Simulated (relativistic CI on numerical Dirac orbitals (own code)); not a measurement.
# Sensitivity of the levels of Dy XXVII to α and to the nuclear radius

Calculated at this level of theory: Dirac-Coulomb-Breit CI, orbitals from a KLI potential per configuration, derivatives by finite differences, unscaled Slater integrals, QED left out (own radial code, finite nucleus).

Configuration list (outside the closed core [Ar] 3d10 4s2): 4p⁶4d⁴, 4p⁵4d⁵, 4p⁶4d³4f, 4p⁶4d²5s², 4p⁶4d4f5s². Double excitations out of closed p, d and f shells are left out; levels of such configurations are missing from the list, as are those of other unlisted configurations, and high levels can miss mixing partners.

With x = (α/α₀)² − 1 an excitation energy changes as ω = ω₀ + qx; K = 2q/ω₀ is the relative enhancement. Terms are leading LS components, so labels can repeat. The field-shift factor is F = δν/δ⟨r²⟩ for the transition from the lowest level.

Lowest level 4p⁶4d⁴ ³P0.

| Level | ω₀ (cm⁻¹) | q (cm⁻¹) | K | F (GHz/fm²) |
| --- | --- | --- | --- | --- |
| 4p⁶4d⁴ ⁵D1 | 49334 | 72150 | 2.93 | 1.25 |
| 4p⁶4d⁴ ⁵D2 | 76972 | 94110 | 2.45 | 1.69 |
| 4p⁶4d⁴ ³F4 | 85412 | 73500 | 1.72 | 1.44 |
| 4p⁶4d⁴ ⁵D3 | 89828 | 92620 | 2.06 | 1.73 |
| 4p⁶4d⁴ ⁵D0 | 128041 | 136900 | 2.14 | 2.54 |
| 4p⁶4d⁴ ⁵D4 | 134051 | 142600 | 2.13 | 2.65 |
| 4p⁶4d⁴ ³F2 | 141572 | 120100 | 1.7 | 2.37 |
| 4p⁶4d⁴ ³G3 | 142339 | 132000 | 1.85 | 2.54 |
| 4p⁶4d⁴ ³H5 | 153792 | 139600 | 1.82 | 2.7 |
| 4p⁶4d⁴ ³P1 | 160095 | 145700 | 1.82 | 2.82 |
| 4p⁶4d⁴ ³H6 | 162734 | 141100 | 1.73 | 2.77 |
| 4p⁶4d⁴ ³G4 | 175130 | 143700 | 1.64 | 2.86 |
| 4p⁶4d⁴ ³F3 | 178649 | 135100 | 1.51 | 2.76 |
| 4p⁶4d⁴ ³D2 | 178656 | 143600 | 1.61 | 2.88 |
| 4p⁶4d⁴ ³F4 | 204425 | 192600 | 1.88 | 3.69 |
| 4p⁶4d⁴ ³F2 | 209411 | 151300 | 1.45 | 3.14 |
| 4p⁶4d⁴ ³F3 | 220137 | 206600 | 1.88 | 3.96 |
| 4p⁶4d⁴ ³G5 | 233094 | 214100 | 1.84 | 4.13 |
| 4p⁶4d⁴ ³D1 | 234534 | 205700 | 1.75 | 4.02 |
| 4p⁶4d⁴ ³F4 | 235822 | 162700 | 1.38 | 3.43 |
| 4p⁶4d⁴ ¹I6 | 237061 | 211900 | 1.79 | 4.12 |
| 4p⁶4d⁴ ³P2 | 246435 | 169300 | 1.37 | 3.57 |
| 4p⁶4d⁴ ¹S0 | 256059 | 198800 | 1.55 | 4.03 |

At this charge energies of transitions that change n are usually good to better than 1 %, and those within a shell (Δn = 0) to a few per cent. Terms inside the open d or f shell come out 10 to 20 % too wide with unscaled integrals.
